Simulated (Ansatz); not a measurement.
`[CH3][Al]([F])[I]`. Total charge 0; spin multiplicity 1. I takes the def2 core potential.

```xyz
7

C     0.363    0.902    0.115
Al   -0.491   -0.806   -0.160
F    -2.045   -0.876   -0.700
I     0.601   -2.977    0.246
H     1.386    0.791    0.478
H     0.386    1.470   -0.819
H    -0.201    1.496    0.840
```

Problem. List the harmonic frequencies (cm⁻¹, unscaled) at PBE0-D4/def2-TZVP in Ansatz. (Estimate.)

Solution. Ansatz gave: 8, 132, 173, 198, 331, 655, 661, 706, 864, 1221, 1436, 1441, 3048, 3126, 3151.
